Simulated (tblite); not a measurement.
Parent: `[F:1][C:2]([F:3])([F:4])[CH:5]([SiH3:6])[SiH3:7]`, C2H7F3Si2.

The geometries are computed with GFN2-xTB (gas phase). One conformer each, not checked by frequencies here.

| coordinate of the parent | value |
| --- | --- |
| F1–C2 | 1.348 Å |
| C2–F3 | 1.351 Å |
| C2–F4 | 1.351 Å |
| C2–C5 | 1.486 Å |
| C5–Si6 | 1.914 Å |
| C5–Si7 | 1.914 Å |
| F1–C2–F3 | 105.4° |
| F1–C2–F4 | 105.4° |
| F1–C2–C5 | 113.0° |
| F3–C2–F4 | 105.0° |
| F3–C2–C5 | 113.6° |
| F4–C2–C5 | 113.7° |
| C2–C5–Si6 | 108.7° |
| C2–C5–Si7 | 108.7° |
| Si6–C5–Si7 | 115.4° |

Problem. How does the shared frame change in `[CH3:1][O:2][C:3]([SiH3:4])([SiH3:5])[C:6]([F:7])([F:8])[F:9]` with C1–O2–C3–Si4 -176°, C3H9F3OSi2? Atoms pair as F1 = F8, C2 = C6, F3 = F7, F4 = F9, C5 = C3, Si6 = Si4, Si7 = Si5 (parent first).

Solution. 
| parent | relative | value in the relative | change |
| --- | --- | --- | --- |
| F1–C2 | F8–C6 | 1.349 Å | +0.001 |
| C2–F3 | C6–F7 | 1.344 Å | -0.007 |
| C2–F4 | C6–F9 | 1.355 Å | +0.004 |
| C2–C5 | C6–C3 | 1.501 Å | +0.015 |
| C5–Si6 | C3–Si4 | 1.925 Å | +0.011 |
| C5–Si7 | C3–Si5 | 1.921 Å | +0.007 |
| F1–C2–F3 | F8–C6–F7 | 106.2° | +0.8 |
| F1–C2–F4 | F8–C6–F9 | 104.8° | -0.6 |
| F1–C2–C5 | F8–C6–C3 | 110.9° | -2.1 |
| F3–C2–F4 | F7–C6–F9 | 105.2° | +0.2 |
| F3–C2–C5 | F7–C6–C3 | 114.2° | +0.6 |
| F4–C2–C5 | F9–C6–C3 | 114.8° | +1.1 |
| C2–C5–Si6 | C6–C3–Si4 | 108.3° | -0.4 |
| C2–C5–Si7 | C6–C3–Si5 | 108.8° | +0.1 |
| Si6–C5–Si7 | Si4–C3–Si5 | 115.9° | +0.5 |

Of the parent's bonds, C2–C5 changes most (+0.015 Å). Bonds of the relative outside the shared frame: C1–O2 1.409, O2–C3 1.428 Å. Point group Cs → C1.

Problem. How does the shared frame change in `[CH2:1]=[N:2][C:3]([SiH3:4])([SiH3:5])[C:6]([F:7])([F:8])[F:9]` with C1–N2–C3–Si4 120°, C3H8F3NSi2? Atoms pair as F1 = F8, C2 = C6, F3 = F7, F4 = F9, C5 = C3, Si6 = Si4, Si7 = Si5 (parent first).

Solution. 
| parent | relative | value in the relative | change |
| --- | --- | --- | --- |
| F1–C2 | F8–C6 | 1.350 Å | +0.002 |
| C2–F3 | C6–F7 | 1.350 Å | -0.001 |
| C2–F4 | C6–F9 | 1.350 Å | -0.001 |
| C2–C5 | C6–C3 | 1.500 Å | +0.014 |
| C5–Si6 | C3–Si4 | 1.925 Å | +0.011 |
| C5–Si7 | C3–Si5 | 1.924 Å | +0.010 |
| F1–C2–F3 | F8–C6–F7 | 105.3° | -0.1 |
| F1–C2–F4 | F8–C6–F9 | 105.3° | -0.1 |
| F1–C2–C5 | F8–C6–C3 | 110.9° | -2.1 |
| F3–C2–F4 | F7–C6–F9 | 105.6° | +0.6 |
| F3–C2–C5 | F7–C6–C3 | 114.4° | +0.8 |
| F4–C2–C5 | F9–C6–C3 | 114.5° | +0.8 |
| C2–C5–Si6 | C6–C3–Si4 | 108.9° | +0.2 |
| C2–C5–Si7 | C6–C3–Si5 | 109.2° | +0.5 |
| Si6–C5–Si7 | Si4–C3–Si5 | 114.1° | -1.3 |

Of the parent's bonds, C2–C5 changes most (+0.014 Å). Bonds of the relative outside the shared frame: C1=N2 1.257, N2–C3 1.415 Å. Point group Cs → Cs.

Problem. How does the shared frame change in `[F:1][C:2]([F:3])([F:4])[C:5]([F:6])([SiH3:7])[SiH3:8]`, C2H6F4Si2? Atoms pair as F1 = F1, C2 = C2, F3 = F3, F4 = F4, C5 = C5, Si6 = Si8, Si7 = Si7 (parent first).

Solution. 
| parent | relative | value in the relative | change |
| --- | --- | --- | --- |
| F1–C2 | F1–C2 | 1.349 Å | +0.001 |
| C2–F3 | C2–F3 | 1.344 Å | -0.007 |
| C2–F4 | C2–F4 | 1.344 Å | -0.007 |
| C2–C5 | C2–C5 | 1.499 Å | +0.013 |
| C5–Si6 | C5–Si8 | 1.930 Å | +0.016 |
| C5–Si7 | C5–Si7 | 1.930 Å | +0.016 |
| F1–C2–F3 | F1–C2–F3 | 105.8° | +0.4 |
| F1–C2–F4 | F1–C2–F4 | 105.9° | +0.5 |
| F1–C2–C5 | F1–C2–C5 | 110.0° | -3.0 |
| F3–C2–F4 | F3–C2–F4 | 105.8° | +0.8 |
| F3–C2–C5 | F3–C2–C5 | 114.3° | +0.7 |
| F4–C2–C5 | F4–C2–C5 | 114.3° | +0.6 |
| C2–C5–Si6 | C2–C5–Si8 | 108.9° | +0.2 |
| C2–C5–Si7 | C2–C5–Si7 | 109.0° | +0.3 |
| Si6–C5–Si7 | Si8–C5–Si7 | 118.8° | +3.4 |

Of the parent's bonds, C5–Si6 and C5–Si7 change most and about equally (+0.016 Å). Bonds of the relative outside the shared frame: C5–F6 1.406 Å. Point group Cs → Cs.
